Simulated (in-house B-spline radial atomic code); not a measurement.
Values are calculated unless marked as measured or tabulated.
## Two electrons in Si: a spherical dot of radius 17.4 nm with hard walls

For Si the NSM archive of the Ioffe Institute lists m_l = 0.98 m0, m_t = 0.19 m0 and ε = 11.7; the model takes one isotropic valley with the conductivity mass 3/(1/m_l + 2/m_t) = 0.26 m0, and so misses anisotropy and the other valleys. All triplets below are those of one valley; with several valleys two electrons can form a triplet in the 1s orbital itself, at an energy set by the valley splitting.

Effective-mass model with parabolic bands, a uniform dielectric constant, no image charges, no central-cell or spin-orbit terms. Two-electron levels come from full CI in B-splines with partial waves to l = 5 (up to 0.001 effective hartree above the limit).

(1) What are the effective units, and what is the potential in them?

In these units the lowest s and p orbitals lie at 0.092603 and 0.189442, and their Coulomb and exchange integrals are J_ss = 0.244668, J_sp = 0.221874 and K_sp = 0.04927. (For an empty sphere J_ss = 1.786/R.) Full CI gives 0.385324 for the ground singlet, 0.443180 for the sp triplet, 0.503141 for the sp singlet and 0.655461 for the lowest triplet of two s orbitals.

(2) What does it cost to add the second electron, to first order and exactly?

(3) How far above the singlet do the triplets lie?

Answers

(1) Ha* = 27211.386 meV × 0.26/11.7² = 51.68 meV and a* = 0.0529177 nm × 11.7/0.26 = 2.381 nm. The radius is R = 7.3 a*. The one-electron levels are π²/2R² = 0.0926 and 4.4934²/2R² = 0.1894 Ha*.

(2) To first order E = 2ε_s + J_ss = 0.429873, so the charging energy E(2) − 2E(1) is J_ss = 12.65 meV. CI gives 0.385324 − 2 × (0.092603) = 0.200119, or 10.34 meV: relaxation and correlation lower it by 2.302 meV, 18.2 % of J_ss. The s² configuration of one-electron orbitals holds 87.1 % of the state, and the mean radius is 9.54 nm.

(3) To first order the sp triplet lies at ε_s + ε_p + J_sp − K_sp = 0.454651, which is 1.281 meV above 2ε_s + J_ss. CI gives 0.443180 − (0.385324) = 0.057856, or 2.99 meV, 60 % of the orbital spacing of 5.005 meV. The ss triplet lies 13.96 meV up, so the lower of the two is the sp one, and its gap equals k_BT at 34.7 K. The sp singlet-triplet splitting is 3.099 meV, against 2K_sp = 5.093 meV.
